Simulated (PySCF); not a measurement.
Species: C2H11OSi2, charge 1, multiplicity 1. It need not be the lowest isomer of its formula. 
Geometry from a B3LYP-D3(BJ)/def2-TZVP (Ansatz) optimisation:
SMILES: C[SiH2][OH+][SiH2]C
```xyz
16

C     -2.4121     0.7890    -0.9351
Si    -1.3642    -0.6531    -0.4821
O     -0.2156    -0.0908     0.7822
Si     1.5852    -0.2324     0.7963
C      2.2217     0.9528    -0.4577
H     -1.8160     1.6172    -1.3209
H     -3.0068     1.1409    -0.0896
H     -3.1121     0.4853    -1.7188
H     -2.0587    -1.7683     0.1753
H     -0.3819    -1.0877    -1.4852
H     -0.6034     0.2442     1.6046
H      1.7795    -1.6542     0.4853
H      1.8443     0.1073     2.2028
H      1.8781     0.7045    -1.4632
H      3.3145     0.9049    -0.4651
H      1.9355     1.9795    -0.2243
```
Charge +1, spin multiplicity 1.

Dispersion corrections to the total energy (kcal/mol) from the dftd3 and dftd4 libraries through PySCF: D3(BJ) without and D4 with the three-body term, each with the damping fitted for the functional named.

```csv
functional,D3(BJ),D4
HF,…,-23.59
BP86,-13.53,-9.53
BHLYP,-11.51,-8.67
PW6B95,-4.56,-5.85
PBE0,…,-5.97
B2PLYP,-6.90,…
B2GP-PLYP,-5.85,-3.02
```

### Question
What belongs in the gaps?

### Answer

- HF, D3(BJ): -59.69
- PBE0, D3(BJ): -7.28
- B2PLYP, D4: -4.91
